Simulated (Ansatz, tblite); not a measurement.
Spin states of CuCl2⁻, each relaxed with B3LYP-D4/def2-TZVPD in Ansatz. Electronic energies in the gas phase.

The 6-31G sets use Cartesian d functions. The xTB rows come from tblite. LC-ωPBE has ω = 0.4 bohr⁻¹. B3LYP takes the VWN-RPA correlation. Correlated methods freeze 19 core orbitals. In CCSD on the charge -1 triplet the largest single amplitude is 0.15, so its Hartree–Fock determinant may place the open shell otherwise than the density functionals do. HOMO above LUMO, or a gap near zero within one spin, warns that the state may not be the lowest or that an electron is smeared out. In the quintet geometry the species has come apart into loosely held pieces. The structure comes from a short search, and lower isomers may exist.

Singlet geometry (D∞h within 0.1 Å):

Cartesian coordinates in Å:
```
Cu 0.000 0.000 0.000
Cl 1.799 -0.214 -1.171
Cl -1.799 0.214 1.171
```

Triplet geometry (C2v within 0.1 Å):

Cartesian coordinates in Å:
```
Cu 0.6868 -0.1057 0.6375
Cl 0.8305 -0.0697 -1.6037
Cl -1.5173 0.1754 0.9662
```

Quintet geometry:

```xyz
3

Cu    0.3291   -0.7123   -0.7645
Cl    1.1521   -2.3317   -2.1371
Cl   -1.4812    3.0441    2.9015
```

Only these spin states were relaxed. The quintet has fallen apart into loose fragments. The quintet has other bonds than the singlet, so the gap mixes isomer and spin.

Second-order perturbation terms are unreliable where d shells bring near-degenerate states, and here MP2/def2-TZVPD, MP2/def2-TZVPPD lie more than 0.4 eV from the median of the functionals without such a term.

| level | triplet − singlet (kJ/mol) | quintet − singlet (kJ/mol) | lowest of these | remarks |
| --- | --- | --- | --- | --- |
| GFN2-xTB | 493.7 | 1182.6 | singlet | – |
| HF/def2-TZVPD | 108.8 | 546.8 | singlet | HOMO above zero (quintet) |
| HF/def2-TZVPPD | 102.0 | 542.5 | singlet | HOMO above zero (quintet) |
| PBE-D4/def2-TZVPD | 303.4 | 907.2 | singlet | HOMO above zero (quintet), HOMO above zero (triplet), gap within one spin near zero (quintet) |
| r2SCAN-D4/def2-TZVPD | 291.4 | 896.1 | singlet | HOMO above zero (quintet), HOMO above zero (triplet), gap within one spin near zero (quintet) |
| B3LYP-D4/6-31G | 184.2 | 777.1 | singlet | HOMO above zero (quintet), HOMO above zero (triplet) |
| B3LYP-D4/def2-TZVPD | 311.0 | 912.9 | singlet | HOMO above zero (quintet), HOMO above zero (triplet) |
| r2SCAN0-D4/def2-TZVPD | 288.6 | 876.9 | singlet | HOMO above zero (quintet) |
| LC-ωPBE/def2-TZVPD | 345.2 | 940.9 | singlet | – |
| MP2/def2-TZVPD | 426.3 | 1004.1 | singlet | HOMO above zero (quintet) |
| MP2/def2-TZVPPD | 444.0 | 1027.1 | singlet | HOMO above zero (quintet) |
| CCSD(T)/def2-TZVPPD | 322.8 | 900.8 | singlet | HOMO above zero (quintet) |

| state | donor atoms | mean metal–ligand distance (Å) | range (Å) | Mulliken spin on the metal (PBE0) |
| --- | --- | --- | --- | --- |
| singlet | 2 | 2.157 | 2.16–2.16 | 0 |
| triplet | 2 | 2.246 | 2.25–2.25 | 1.78 |
| quintet | 1 | 2.277 | 2.28–2.28 | 2.97 |

⟨S²⟩ at PBE0-D4/def2-TZVPD: singlet 0.00 (pure 0.00), triplet 2.00 (pure 2.00), quintet 6.01 (pure 6.00).

Change of the quintet − singlet gap on mixing in exact exchange, in kJ/mol: r2SCAN to r2SCAN0 (25 % exact exchange) -19.2.

The xTB methods have no term that favours high spin, so they put low spin too low.
